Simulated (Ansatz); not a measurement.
Reactions of CH8OSi2, SMILES `C[SiH2][SiH2]O`.

Program: Ansatz. Geometries: PBE0-D4/def2-TZVP. ΔE: electronic, gas phase. CBS: MP2 limit from def2 TZ/QZ plus the TZ coupled-cluster correction, frozen cores. This one scheme is used for every species, atoms too. No spin–orbit coupling; open shells (•) take unrestricted orbitals. Spin–orbit coupling would lower the free atoms: a little for C, O, Si. For As, Se outer-core shells are correlated without core-valence functions, so the limit isn't a true one: a few kJ/mol of doubt a bond, and 10 to 20 or more in all where bonds break to atoms. Scalar relativity is left out up to krypton. Each species was taken in one conformer, which may not be the lowest.

Order these by ΔE at CCSD(T)/CBS, lowest first. (An estimate is asked.)
A. `C[SiH2][SiH2]O` + `SS` → `C[SiH2]SS` + `O[SiH3]`
B. `C[SiH2][SiH2]O` → `C[SiH2]O` + `[SiH2]`
C. `C[SiH2][SiH2]O` + `O[SiH2]F` → `C[SiH2]O[SiH2]F` + `O[SiH3]`
D. `C[SiH2][SiH2]O` → C• + 8 H• + O• + 2 Si•
E. `C[SiH2][SiH2]O` + H₂Se → `C[SiH2][SiH2][SeH]` + H₂O
F. `C[SiH2][SiH2]O` + PH₃ → `O[SiH2][SiH2]P` + CH₄
G. `C[SiH2][SiH2]O` → `C[SiH2]`• + `O[SiH2]`•
H. `C[SiH2][SiH2]O` + `[SiH3][SiH](S)[AsH2]` → `C[SiH2][SiH2][AsH2]` + `O[SiH]([SiH3])S`

C (-1.26 eV), A (-0.77 eV), F (-0.37 eV), H (-0.13 eV), E (+0.06 eV), B (+2.28 eV), G (+3.45 eV), D (+42.37 eV).

Largest T1 diagnostic: 0.015, for `O[SiH2]`•.
